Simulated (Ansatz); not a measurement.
This geometry of BF2H + H2S (7 atoms, charge 0, multiplicity 1) is a first-order saddle point.

These are results of RKS B3LYP-D4/def2-SVP (Ansatz 0.2.0), not measurements.

```xyz
7
Properties=species:S:1:pos:R:3
B 0.013 -0.260 0.056
H -0.226 0.057 1.353
F 1.115 0.390 -0.340
F -1.134 -0.126 -0.626
S 0.473 -2.265 0.364
H -0.820 -2.659 0.284
H 0.041 -0.974 1.323
```

Which two structures does it join? (They come from a converged band through this point; their orientation in space is the band's.)

Bonds broken: B1–H2, S5–H7. Bonds formed: B1–S5, H2–H7. BF2H + H2S becomes BF2HS + H2.

Image 0:

```xyz
7
Properties=species:S:1:pos:R:3
B 0.067 0.379 -0.051
H 0.317 0.849 1.024
F 0.997 0.267 -0.981
F -1.182 0.109 -0.398
S 0.369 -2.412 1.037
H -0.375 -2.818 -0.018
H -0.730 -2.211 1.800
```

Image 8:

```xyz
7
Properties=species:S:1:pos:R:3
B 0.162 -0.650 -0.569
H -0.435 0.332 2.389
F 1.150 0.218 -0.690
F -1.076 -0.224 -0.752
S 0.541 -2.374 -0.167
H -0.750 -2.775 -0.162
H -0.128 -0.364 2.364
```

How far does it lie above each of them?

1.35 eV above the first and 1.62 eV above the second. This is the barrier of this one path; another mechanism may lie lower. The orbitals stay closed-shell, which can raise the energy where a bond breaks towards radicals; this wasn't checked here.

The run took 8.9 min on 1 thread of Arm Neoverse V1 (shared host), peak memory 0.17 GiB.
